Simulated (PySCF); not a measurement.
# How the method moves the HOMO and LUMO of `BCCCF`

Compound: C₃H₈BF.
Cartesian coordinates in Å at the PBE0-D3(BJ)/def2-SVP level; atoms count from 1:
```xyz
13
C3H8BF angstrom
B      1.6507    0.7768   -0.0060
C      0.8439   -0.5477    0.1214
C     -0.5579   -0.6146   -0.4745
C     -1.5463    0.2482    0.2739
F     -1.6180   -0.1460    1.5917
H      2.7356    0.8676    0.5240
H      1.2504    1.7208   -0.6551
H      0.8230   -0.8507    1.1851
H      1.5080   -1.3116   -0.3363
H     -0.5474   -0.2801   -1.5262
H     -0.9347   -1.6513   -0.4788
H     -2.5558    0.1724   -0.1648
H     -1.2390    1.3098    0.2507
```

Basis pcSseg-2 throughout (PySCF), one geometry. Isolated species at its PBE0-D3(BJ)/def2-SVP geometry (one conformer only).

Problem. How do the orbital energies, the gap and the dipole change with the method?

Solution. 
| method | kind | HOMO (eV) | LUMO (eV) | gap (eV) | μ (D) | SCF cycles |
| --- | --- | --- | --- | --- | --- | --- |
| BLYP | GGA | -7.36 | -2.29 | 5.07 | 1.59 | 14 |
| OPBE | GGA | -7.37 | -2.20 | 5.17 | 1.53 | 15 |
| PBE | GGA | -7.43 | -2.43 | 4.99 | 1.57 | 14 |
| B97-D | GGA | -7.45 | -2.20 | 5.25 | 1.58 | 14 |
| LDA | LDA | -7.50 | -2.72 | 4.78 | 1.64 | 13 |
| KT2 | GGA | -7.52 | -2.44 | 5.08 | 1.58 | 14 |
| BP86 | GGA | -7.53 | -2.47 | 5.06 | 1.58 | 14 |
| KT3 | GGA | -7.57 | -2.33 | 5.24 | 1.56 | 14 |
| B97-2 | global hybrid | -8.59 | -1.37 | 7.22 | 1.64 | 12 |
| B3LYP | global hybrid | -8.66 | -1.65 | 7.01 | 1.67 | 13 |
| PBE0 | global hybrid | -8.84 | -1.40 | 7.44 | 1.66 | 12 |
| mPW1PW91 | global hybrid | -8.88 | -1.39 | 7.49 | 1.66 | 12 |
| BHandHLYP | global hybrid | -10.20 | -0.39 | 9.82 | 1.76 | 12 |
| CAM-B3LYP | range-separated hybrid | -10.30 | -0.34 | 9.96 | 1.71 | 12 |
| wB97X-D | range-separated hybrid | -10.75 | 0.51 | 11.27 | 1.67 | 13 |
| LC-wPBE | range-separated hybrid | -11.64 | 0.90 | 12.54 | 1.71 | 12 |
| HF | Hartree–Fock | -12.26 | 1.90 | 14.16 | 1.84 | 10 |

The HOMO spans 4.90 eV, from BLYP down to HF, and the gap runs from 4.78 eV (LDA) to 14.16 eV (HF). Over the methods BLYP (0 %), OPBE (0 %), PBE (0 %), B97-D (0 %), LDA (0 %), KT2 (0 %), BP86 (0 %), KT3 (0 %), B97-2 (21 %), B3LYP (20 %), PBE0 (25 %), mPW1PW91 (25 %), BHandHLYP (50 %), HF (100 %), a straight line through the gap against the share of exact exchange rises by 0.92 eV for each 10 % (correlation coefficient 0.999). The dipole ranges from 1.53 D (OPBE) to 1.84 D (HF). This basis has no diffuse functions.
